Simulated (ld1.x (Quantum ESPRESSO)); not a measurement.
# Before and after: PAW potential for Si (Z = 14)

Si, PAW, made with ld1.x (Quantum ESPRESSO) 7.5 (BP86, scalar-relativistic). Core [Ne], reference 3s2 3p0 (charge +2). Waves: 3s (bound): rcut 1.20, rcutus 1.65 bohr; 3s channel at 2.15 Ry: rcut 1.20, rcutus 1.65 bohr; 3p (bound, empty): rcut 1.80, rcutus 2.10 bohr; 3p channel at -0.55 Ry: rcut 1.80, rcutus 2.10 bohr. Local part: all-electron potential smoothed inside 1.50 bohr (lloc = -1). Core correction: Bessel-smoothed model core inside 1.25 bohr. Augmentation charge: PSQ, inside the norm-conserving radii.

All-electron outer shells of the reference configuration (BP86, scalar-relativistic, ld1.x):

| shell | level (eV) | outermost node (bohr) | outermost maximum (bohr) |
| --- | --- | --- | --- |
| 3s | -28.68 | 0.71 | 1.69 |
| 3p | -20.62 | 0.71 | 1.91 |

Change: functional PBE.

Cutoffs: the cutoffs (Ry, on a coarse ladder) from which the occupation-weighted sum of valence levels, in a spherical-Bessel basis at the reference potential, stays within 10 and 1 mRy of its value at 400 Ry; they do not see the model core or the augmentation charge, which bear on the density cutoff. Errors are all-electron minus pseudo energies relative to the spin-unpolarised reference configuration.

**Question.** Predict the effect on cutoff, ghosts and configuration errors.

**Answer.** The potential gets softer (12 Ry and 18 Ry → 12 Ry and 15 Ry); of the 7 tests that both files solve, the error grows in 0 and shrinks in 5 by more than 15 % and 0.3 meV (median size 5.5 → 4.6 meV); neither file shows a bound ghost.

```csv
quantity,base,changed
"cutoff, loose",12 Ry,12 Ry
"cutoff, tight",18 Ry,15 Ry
bound ghosts,none,none
"error for 3s2 3p2, meV [ΔE -23.94 → -23.73 eV]",-6.6,-5.5
"error for 3s2 3p1, meV [ΔE -16.10 → -15.99 eV]",-3.4,-2.9
"error for 3s1 3p0, meV [ΔE 34.12 → 33.97 eV]",-24,-20
"error for 3s2 3p2.3, meV [ΔE -24.90 → -24.66 eV]",-6.8,-5.7
"error for 3s1 3p2, meV [ΔE -8.66 → -8.56 eV]",-1.2,-0.9
"error for 3s2 3p1.5, meV [ΔE -20.97 → -20.81 eV]",-5.5,-4.6
"error for 3s1 3p3, meV [ΔE -17.12 → -16.92 eV]",-3.3,-2.7
s: phases at 2.29 bohr within 0.05 rad from the reference energy up to (Ry; the scan ends near 5),to the end of the scan,to the end of the scan
p: phases at 2.29 bohr within 0.05 rad from the reference energy up to (Ry; the scan ends near 5),3.3,3.3
lowest overlap eigenvalue by channel,"s 0.50, p 0.78","s 0.50, p 0.79"
```
